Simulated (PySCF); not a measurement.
Simulated Cl 2p region for bromochlorodifluoromethane (`FC(F)(Cl)Br`), binding energy against the vacuum level.

Every computed line was given a Gaussian of 1.0 eV full width at half maximum and an area set by the number of equivalent atoms (split 2:1 within a doublet); the highest printed point is 100. Theory: delta-SCF UKS SCAN, pcX-2 on the ionised atom, pcseg-1 elsewhere, spin-free X2C (PySCF 2.14.0).

binding energy (eV), intensity and a bar:
```
    205.9          0 
    206.0          1 
    206.1          1 
    206.2          2 #
    206.3          4 #
    206.4          8 ##
    206.5         13 ####
    206.6         20 ######
    206.7         30 #########
    206.8         42 #############
    206.9         56 #################
    207.0         70 #####################
    207.1         83 #########################
    207.2         93 ############################
    207.3         99 ##############################
    207.4        100 ##############################
    207.5         95 #############################
    207.6         86 ##########################
    207.7         73 ######################
    207.8         60 ##################
    207.9         47 ##############
    208.0         35 ###########
    208.1         27 ########
    208.2         22 #######
    208.3         21 ######
    208.4         23 #######
    208.5         27 ########
    208.6         32 ##########
    208.7         39 ############
    208.8         44 #############
    208.9         48 ###############
    209.0         50 ###############
    209.1         49 ###############
    209.2         46 ##############
    209.3         40 ############
    209.4         33 ##########
    209.5         26 ########
    209.6         20 ######
    209.7         14 ####
    209.8          9 ###
    209.9          6 ##
    210.0          3 #
    210.1          2 #
    210.2          1 
    210.3          1 
    210.4          0 
    210.5          0
```

Problem. How many maxima does the curve show, and how many computed lines lie under it?

Solution. The curve has 2 maxima (at 207.4 and 209.0 eV). Under it lie 2 lines from 1 inequivalent chlorine site, drawn as a 2p3/2, 2p1/2 pair.

Problem. Decompose the envelope and assign each component. Numbering: `[F:1][C:2]([F:3])([Cl:4])[Br:5]`.

Solution. 
| position (eV) | relative area | line | atoms | environment |
| --- | --- | --- | --- | --- |
| 207.36 | 0.67 | Cl 2p3/2 | Cl4 | chlorine on a fluorinated carbon |
| 209.02 | 0.33 | Cl 2p1/2 | Cl4 | chlorine on a fluorinated carbon |

Problem. What are the centre and the root-mean-square width of the whole band?

Solution. The area-weighted mean of the lines is 207.91 eV. Their own spread about it is 0.78 eV (rms) and each Gaussian has σ = 1.0/2.355 = 0.42 eV; the variances add, which gives 0.89 eV.

Shake-up satellites, vibrational structure and lifetime widths aren't simulated. The 2p values add to the ΔSCF energy of one spin-free hole a correction within the shell (spin–orbit coupling, ligand field). 2p1/2 minus 2p3/2 (ligand field included): Cl 1.65 eV. Geometry: PBE0-D3(BJ)/def2-SVP; no solvent, vibrations or thermal averaging.
